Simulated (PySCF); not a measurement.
Calculated NMR parameters of C/C=C(/C(=O)F)C(F)(F)F

```yaml
Formula: C5H4F4O
SMILES: C/C=C(/C(=O)F)C(F)(F)F
InChI: InChI=1S/C5H4F4O/c1-2-3(4(6)10)5(7,8)9/h2H,1H3/b3-2-
Point_group_of_the_computed_structure: C1
Degrees_of_unsaturation: 2
Carbon_signals: 5
Proton_signals: 2
```

Molfile (atoms numbered from 1):
```
C5H4F4O
     RDKit          3D

 14 13  0  0  0  0  0  0  0  0999 V2000
    1.9545   -0.3198   -0.2213 C   0  0  0  0  0  0  0  0  0  0  0  0
    0.6111   -0.8067    0.1601 C   0  0  0  0  0  0  0  0  0  0  0  0
   -0.5481   -0.1299    0.1347 C   0  0  0  0  0  0  0  0  0  0  0  0
   -1.8248   -0.7405    0.5357 C   0  0  0  0  0  0  0  0  0  0  0  0
   -2.9038   -0.2653    0.5598 O   0  0  0  0  0  0  0  0  0  0  0  0
   -1.6550   -2.0404    0.9182 F   0  0  0  0  0  0  0  0  0  0  0  0
   -0.7229    1.3082   -0.2993 C   0  0  0  0  0  0  0  0  0  0  0  0
   -1.5318    1.4065   -1.3627 F   0  0  0  0  0  0  0  0  0  0  0  0
   -1.2541    2.0573    0.6748 F   0  0  0  0  0  0  0  0  0  0  0  0
    0.4230    1.9104   -0.6476 F   0  0  0  0  0  0  0  0  0  0  0  0
    2.6969   -1.0999   -0.0863 H   0  0  0  0  0  0  0  0  0  0  0  0
    2.2355    0.5482    0.3743 H   0  0  0  0  0  0  0  0  0  0  0  0
    1.9637    0.0056   -1.2613 H   0  0  0  0  0  0  0  0  0  0  0  0
    0.5553   -1.8343    0.4987 H   0  0  0  0  0  0  0  0  0  0  0  0
  1  2  1  0
  2  3  2  0
  3  4  1  0
  4  5  2  0
  4  6  1  0
  3  7  1  0
  7  8  1  0
  7  9  1  0
  7 10  1  0
  1 11  1  0
  1 12  1  0
  1 13  1  0
  2 14  1  0
M  END
```

PySCF 2.14 calculation with geometry from GFN2-xTB and PBE0/pcSseg-1 with gauge-including orbitals; isolated molecule, non-relativistic Hamiltonian, one conformer, averaged over atoms made equivalent by symmetry, fast rotation or ring inversion.

References, each an isolated molecule treated in the same way: TMS for $^{1}$H, $^{13}$C; $^{19}$F vs CFCl3; $^{17}$O against H2O.

| carbon | δC, type | δH (multiplicity) | HMBC from (2–3 bonds) | span of the C tensor (ppm) |
| --- | --- | --- | --- | --- |
| C1 | 17.2, CH3 | 2.47 (d) | H14 | 26 |
| C2 | 165.7, CH | 8.01 (m) | H11/H12/H13 | 260 |
| C3 | 128.1, C | – | H14, H11/H12/H13 | 162 |
| C4 | 159.1, C | – | H14 | 205 |
| C7 | 131.9, C | – | H14 | 16 |

Other nuclei:
```tsv
atoms	nucleus	environment	δ (ppm)	σ (ppm)
F6	$^{19}$F	fluorine bonded to C	17.7	153.3
F8/F9/F10	$^{19}$F	fluorine of a CF3 group	-74.0	244.9
O5	$^{17}$O	carbonyl oxygen	442.9	-106.8
```

Carbon types of the structure: 3 × C, 1 × CH, 1 × CH3, which accounts for all hydrogens. δC 165.7: β carbon of a C=C–C=O unit; conjugation with the carbonyl draws π density from the β position. δC 159.1: carbonyl carbon. δC 131.9: CF3 carbon; 3 electronegative neighbours deshield it. δC 128.1: α carbon of a C=C–C=O unit; an sp2 carbon of a C=C bond. δH 2.47: hydrogen on an allylic methyl carbon; allylic position.

Splittings by $^{19}$F in the carbon and heteronuclear signals aren't shown, as no couplings were computed. Shifts are as computed. Against solution values, carbons near 30 ppm lie about +3 ppm off and those near 130 ppm about +5 ppm. Of 1211 compounds with measured shifts, 218 miss one by over three times the rms of a fit or turn the order of signals round; such compounds aren't used in these exercises. Unscaled 19F shifts against computed CFCl3 carry errors that often reach 10 to 50 ppm. Unscaled 17O shifts of doubly bonded oxygen tend to come out too high, by tens of ppm or more. Experimental scales use liquid or dissolved standards, which lie at an offset from isolated H2O (liquid H2O: subtract about 36 ppm). No couplings were computed; multiplicities are counted from neighbouring protons, with m where these are inequivalent, close in shift, in a saturated or five-membered ring or joined by F or P, and br s for small geminal =CH2 splittings.
